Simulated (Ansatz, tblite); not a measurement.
Cost and result up the ladder for Al(NH3)F3 (AlNF3H3) (8 atoms). The state is a singlet with charge 0. Geometry: r2SCAN-D4/def2-SVP.

```xyz
8

Al    0.946    0.346   -0.201
N    -0.900   -0.329    0.191
H    -1.382   -0.596   -0.671
H    -1.460    0.388    0.658
H    -0.867   -1.150    0.801
F     0.859    1.867    0.482
F     0.945    0.266   -1.868
F     1.859   -0.793    0.609
```

Ansatz on 4 threads of Intel Xeon on a shared host; xTB runs through tblite on one thread. Times are rough, summed over both states, and most runs start from the orbitals of an earlier one. No level here is sound enough to serve as a yardstick. The other state is a doublet.

The xTB rows come from tblite. HOMO above LUMO, or a gap near zero within one spin, warns that the state may not be the lowest or that an electron is smeared out.

Raw xTB energies of ions are shifted by several eV.

```
              level  functions  vertical IE (eV)                                     remarks
           GFN1-xTB         31             16.85                                           –
   PBE-D4/def2-TZVP        179             11.96  gap within one spin near zero (+1 doublet)
r2SCAN-D4/def2-TZVP        179             12.30                                           –
           GFN2-xTB         28             16.40                                           –
```

Question: Estimate how long each takes.

Answer: GFN2-xTB 0.017 s; GFN1-xTB 0.026 s; PBE-D4/def2-TZVP 11 s; r2SCAN-D4/def2-TZVP 24 s. On shared hardware such times vary by a factor of up to 3.
